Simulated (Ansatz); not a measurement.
Basis-set extrapolation for C₂H₇FSSi (`CSC(F)[SiH3]`) (PBE0-D4/def2-TZVP geometry, frozen core, the Gaussian-basis code of Ansatz). Multiplicity 1, RHF reference.

```tsv
	def2-TZVPP	def2-QZVPP
HF	-865.790197	-865.818727
MP2 correlation	-0.900464	-0.972623
CCSD(T) correlation	-0.993645	not run
```

Energies in hartree. Use E(X) = E(∞) + A·exp(−7.88·√X) for Hartree–Fock and E(X) = E(∞) + B·X^(−2.97) for correlation, with X = 3 and 4, and add CCSD(T) minus MP2 of the smaller set to the MP2 limit.

What is the CCSD(T) energy at the basis-set limit?

HF limit: -865.818727 + (-0.028530) × 0.13774 = -865.82266. MP2 limit: -0.972623 + (-0.072159) × 0.74074 = -1.02607. Higher-order term: -0.993645 − (-0.900464) = -0.09318. Total: -866.94191 hartree, 4.30 eV below CCSD(T)/def2-TZVPP.
